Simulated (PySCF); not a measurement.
## Dipole response of C²⁺ (carbon, charge +2)

[He] 2s1 2p1, high-spin 3P determinant (an excited configuration). Computed with PySCF 2.14 in aug-cc-pVDZ-DK (4s3p2d, 23 functions), with the spin-free X2C one-electron Hamiltonian (Gaussian nucleus). Coupled (time-dependent) response in atomic units; α is the mean over directions. A double-zeta set is small for polarisabilities.

```csv
method,mean α (bohr³),"α xx, yy, zz",C₆ (like pair),S(−4)
UHF,2.812,"3.574, 1.289, 3.574",3.362,12.67
PBE,2.851,"3.586, 1.381, 3.586",3.349,14.68
PBE0,2.846,"3.593, 1.352, 3.593",3.354,14.23
B3LYP,2.790,"3.514, 1.341, 3.514",3.258,13.73
wB97X-V,2.866,"3.608, 1.383, 3.608",3.424,14.01
```

S(−4) is the Cauchy moment in α(ω) = α(0) + S(−4) ω² + …

α(iu) at PBE:

```json
{"u (hartree)": "0", "α(iu) (bohr³)": "2.851"}
{"u (hartree)": "0.0500", "α(iu) (bohr³)": "2.815"}
{"u (hartree)": "0.100", "α(iu) (bohr³)": "2.714"}
{"u (hartree)": "0.200", "α(iu) (bohr³)": "2.395"}
{"u (hartree)": "0.300", "α(iu) (bohr³)": "2.044"}
{"u (hartree)": "0.500", "α(iu) (bohr³)": "1.487"}
{"u (hartree)": "0.750", "α(iu) (bohr³)": "1.054"}
{"u (hartree)": "1.00", "α(iu) (bohr³)": "0.7835"}
{"u (hartree)": "1.50", "α(iu) (bohr³)": "0.4747"}
{"u (hartree)": "2.00", "α(iu) (bohr³)": "0.3135"}
{"u (hartree)": "3.00", "α(iu) (bohr³)": "0.1628"}
{"u (hartree)": "5.00", "α(iu) (bohr³)": "0.06625"}
```

For an ion, C₆ is the dispersion term alone; charge-induced terms of lower order in 1/R come first.

The components differ because the open shell of this determinant is not spherical; for a pure term their mean is the scalar polarisability.
